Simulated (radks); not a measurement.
Effect of the nuclear size on the titanium ion Ti3+, [Ar] 3d1. Method: Dirac Kohn-Sham, BLYP, spin-unpolarised, spherical densities, finite nucleus; open shells are shared between the two j in proportion to 2j + 1; Fermi nuclear charge, rms radius 3.5921 fm; computed with a radial shooting solver on a logarithmic mesh with Libxc functionals. The rms radius is varied about that value; shifts are against it.

rms radius (fm)  total energy shift (eV)  density at nucleus (e/bohr^3)  1s1/2 shift (meV)  2s1/2 shift (meV)  3s1/2 shift (meV)
2.9204                           -0.0166                           8552              -7.01             -0.586             -0.081
3.4053                          -0.00494                           8511              -2.09             -0.175             -0.024
3.5921                                 0                           8497              0.000              0.000              0.000
3.725                            0.00367                           8488               1.55              0.130              0.018
3.9621                            0.0105                           8472               4.46              0.372              0.052

Slopes of the eigenvalues against <r^2> in GHz/fm^2, as finite differences over the two radii next to the reference (eigenvalue slopes, not the field-shift constants of lines): 1s1/2 387, 2s1/2 32.3, 3s1/2 4.48.
